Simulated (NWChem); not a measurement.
Species: CH6N2Si2; SMILES [Si@H]1([SiH2]N=C1)N

```xyz
11

N      0.4359    -2.2481     0.5856
Si     0.0720    -0.8449    -0.3372
C     -1.4649     0.2969    -0.0667
N     -1.0584     1.5162    -0.0007
Si     0.7411     1.3713     0.0813
H      0.5381    -2.2461     1.5923
H      0.4017    -3.1819     0.1970
H      0.1156    -1.2899    -1.7670
H     -2.5527     0.0805    -0.0353
H      1.2186     1.7258     1.4541
H      1.4701     2.2458    -0.8902
```
Atoms are numbered in this order, from 1.

Results from NWChem. Pople sets run with spherical d functions. Structure relaxed at the PBE0/def2-SVP level. Level: PBE/6-31G* with SMD (1 M gas to 1 M solution), gas-phase geometry. Reactions with the solvent are ignored.

For solvent benzene:

```
Item                                         Result
-------------------------------------------  ------
cavity-dispersion-structure term (kcal/mol)     1.0
dipole in solution (D)                         3.92
```

How do the values read with solvent water instead?


| Property | Result |
|---|---|
| cavity-dispersion-structure term (kcal/mol) | 4.5 |
| dipole in solution (D) | 4.49 |
